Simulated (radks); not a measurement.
The manganese ion Mn3+, 22 electrons, occupied as [Ar] 3d4 (the NIST ground configuration). All-electron calculation, scalar-relativistic Kohn-Sham, LDA (Slater exchange, Perdew-Wang correlation), spin-unpolarised, spherical densities, finite nucleus; Fermi nuclear charge, rms radius 3.7057 fm. Program: a radial shooting solver on a logarithmic mesh with Libxc functionals.

Unscreened Slater integrals over Kohn-Sham orbitals (eV).

F0(3d,3d): 24.020
F2(3d,3d): 11.230
F4(3d,3d): 7.0090
F0(3d,3p): 25.614
F2(3d,3p): 12.188
G1(3d,3p): 15.112
G3(3d,3p): 9.1796
F0(3d,3s): 26.186
G2(3d,3s): 11.514
F0(3d,2p): 33.304
F2(3d,2p): 6.2924
G1(3d,2p): 4.6148
G3(3d,2p): 2.6188
F0(3p,3p): 27.624
F2(3p,3p): 13.831
F0(3p,3s): 28.273
G1(3p,3s): 18.744
F0(3p,2p): 37.570
F2(3p,2p): 7.4579
G0(3p,2p): 2.9191
G2(3p,2p): 3.0513
F0(3s,3s): 28.983
F0(3s,2p): 38.592
G1(3s,2p): 3.1818
F0(2p,2p): 100.50
F2(2p,2p): 47.246

Derived for the open shells (J is the average intra-shell exchange parameter used in DFT+U). 3d: Racah B = F2/49 - 5 F4/441 = 0.1497 eV, C = 35 F4/441 = 0.5563 eV, C/B = 3.72, F4/F2 = 0.624, J = (F2 + F4)/14 = 1.303 eV.
